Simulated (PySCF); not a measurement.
Mg(iPr)(NH2) (C₃H₉MgN), SMILES C[CH](C)[Mg][NH2].

The structure is a stationary point at B3LYP-D3(BJ)/def2-SVP. The structure was generated by enumeration; whether it is a known compound was not checked. One conformer was computed; it need not be the lowest.

Calculation: HF/def2-TZVP run with PySCF.

Gas-phase values at a fixed geometry.

* **total energy**: -372.95795 hartree
* **highest occupied level**: -8.81 eV
* **lowest empty level**: 1.30 eV
* **orbital gap**: 10.11 eV
* **dipole moment**: 0.54 D
* **quadrupole, principal values (traceless, Buckingham form, about the centre of nuclear charge)**: -8.55, 2.03, 6.52 D·Å
* **mean static polarisability**: 65.6 bohr³ (9.72 Å³)
* **polarisability, principal values**: 58.3, 62.3, 76.2 bohr³
